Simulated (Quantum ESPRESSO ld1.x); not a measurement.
Values are calculated unless marked as measured or tabulated.
Species: Tc4+. Configuration: [Ar] 3d10 4s1.75 4p6 4d3 4f0.25 (fractional occupations, a model configuration).

Code: ld1.x of Quantum ESPRESSO 7.5. Model: scalar-relativistic Kohn-Sham, LDA (Slater exchange, Perdew-Zunger correlation), spin-polarised, spherical densities, point nucleus; open shells are filled with parallel spins first.

Energy parts (hartree):
| part | energy |
|---|---|
| total | -4276.9247 |
| kinetic | 4415.2386 |
| electron-nucleus | -10241.5263 |
| Hartree | 1671.7002 |
| exchange-correlation | -122.3372 |

Orbitals (lengths in bohr, moments of r in powers of bohr; <r^-3> diverges for s and p1/2):
| orbital | occ. | eigenvalue (hartree) | <r^-3> |
|---|---|---|---|
| 1s up | 1 | -767.735 | - |
| 1s down | 1 | -767.732 | - |
| 2s up | 1 | -111.167 | - |
| 2s down | 1 | -111.147 | - |
| 2p up | 3 | -99.7599 | 2766 |
| 2p down | 3 | -99.7439 | 2766 |
| 3s up | 1 | -20.8651 | - |
| 3s down | 1 | -20.8492 | - |
| 3p up | 3 | -17.1217 | 468.4 |
| 3p down | 3 | -17.1046 | 468.4 |
| 3d up | 5 | -11.0473 | 62.78 |
| 3d down | 5 | -11.0253 | 62.81 |
| 4s up | 1 | -4.49413 | - |
| 4s down | 0.75 | -4.39903 | - |
| 4p up | 3 | -3.44048 | 75.48 |
| 4p down | 3 | -3.34207 | 76.10 |
| 4d up | 3 | -1.90893 | 6.770 |
| 4d down | 0 | -1.81053 | 6.742 |
| 4f up | 0.25 | -0.72999 | 0.2024 |
| 4f down | 0 | -0.67186 | 0.1663 |

The highest occupied level is 4f up at -19.864 eV. The configuration is held as typed, so some empty levels lie below it. The density falls to 0.001 e/bohr^3 at r = 3.21 bohr. Summed over all electrons, <r^2> = 23.88 bohr^2, which gives a Langevin (diamagnetic) susceptibility term of -18.9 x 10^-6 cm^3/mol. Spin moment in Bohr magnetons: 3.5.
